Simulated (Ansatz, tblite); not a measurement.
Species of one formula, In$_{20}$ (singlet), each relaxed with PBE-D4/def2-SVP in Ansatz.

In the def2 sets In takes a core potential; there is no spin–orbit coupling. The xTB rows come from tblite. B3LYP takes the VWN-RPA correlation. Correlated methods freeze 80 core orbitals; core or outer-core shells of In are correlated, in sets that lack core-valence functions. Single mean-field runs in def2-SVP, def2-TZVP are fitted with def2-universal-jkfit.

Run but left out: HF/def2-SVP (A: restricted singlet, unstable towards broken spin symmetry).

A: The restricted singlet is unstable towards broken spin symmetry in Hartree–Fock (as tested in another run); at PBE-D4/def2-SVP, PBE-D4/def2-TZVP, r2SCAN-D4/def2-TZVP, B3LYP-D4/def2-TZVP and others this wasn't settled. At MP2/def2-SVP the restricted singlet (for correlated methods, its reference) is unstable: a solution with broken spin symmetry lies lower. B: The restricted singlet is unstable towards broken spin symmetry in Hartree–Fock (as tested in another run); at PBE-D4/def2-SVP, PBE-D4/def2-TZVP, r2SCAN-D4/def2-TZVP, B3LYP-D4/def2-TZVP and others this wasn't settled. At MP2/def2-SVP the restricted singlet (for correlated methods, its reference) is unstable: a solution with broken spin symmetry lies lower.

Other spin states weren't relaxed.

A:

| atom | x (Å) | y (Å) | z (Å) |
| --- | --- | --- | --- |
| In1 | -4.376 | -2.322 | 2.776 |
| In2 | -3.870 | -1.845 | -0.143 |
| In3 | -3.071 | -0.214 | -2.652 |
| In4 | -1.502 | -0.017 | -5.414 |
| In5 | -1.435 | -3.194 | 2.028 |
| In6 | -0.958 | -1.618 | -0.793 |
| In7 | 0.926 | -0.585 | -3.121 |
| In8 | 1.633 | -3.195 | 2.355 |
| In9 | 2.073 | -2.439 | -0.815 |
| In10 | 4.502 | -3.041 | 1.463 |
| In11 | -2.691 | 0.499 | 1.779 |
| In12 | -1.067 | 1.423 | -0.759 |
| In13 | -0.685 | 2.236 | -3.595 |
| In14 | 0.272 | -0.610 | 1.803 |
| In15 | 1.873 | 0.701 | -0.425 |
| In16 | 3.426 | -0.134 | 2.182 |
| In17 | -0.259 | 2.479 | 2.108 |
| In18 | 0.974 | 3.677 | -1.420 |
| In19 | 2.896 | 2.822 | 1.418 |
| In20 | 1.338 | 5.379 | 1.224 |

B:

```xyz
20

In   -3.4152   -3.6132   -0.5377
In   -4.0642    0.4846    0.2441
In   -5.2004   -2.1499    1.6491
In   -1.9278   -1.5870    1.4374
In   -3.8585    0.0352    3.4947
In   -3.1591   -1.0576   -2.1257
In   -0.4129   -2.6528   -1.0044
In   -1.1441    0.7304   -0.7616
In    0.9317   -0.8311    1.5879
In   -1.2366    1.3745    2.5912
In   -0.5229   -0.5793   -3.6367
In    1.6805   -0.4222   -1.4262
In    0.8842    2.4341    0.4351
In    3.5914    0.1679    0.9081
In    1.7025    1.8863    3.3655
In    2.0027   -2.3352   -4.2388
In    2.5152    0.6849   -4.3921
In    2.9463    2.3099   -1.8784
In    3.7419    3.3472    0.9152
In    4.9452    1.7732    3.3734
```

Task: Estimate their order by electronic energy at PBE0-D4/def2-TZVP, counted from the lowest.

Result: B (0.0) < A (7.8), in kcal/mol.

Task: Do the other levels pick the same lowest one?

Result: Not GFN1-xTB. Energies above each level's lowest (kcal/mol):

| level | A | B |
| --- | --- | --- |
| GFN1-xTB | 0.0 | 35.3 |
| PBE-D4/def2-SVP | 5.2 | 0.0 |
| PBE-D4/def2-TZVP | 5.0 | 0.0 |
| r2SCAN-D4/def2-TZVP | 8.4 | 0.0 |
| B3LYP-D4/def2-TZVP | 0.8 | 0.0 |
| PBE0-D4/def2-SVP | 8.2 | 0.0 |
| PBE0-D4/def2-TZVP | 7.8 | 0.0 |
| MP2/def2-SVP | 9.9 | 0.0 |
Point groups (tolerance 0.1 Å): A C2, B not assigned.
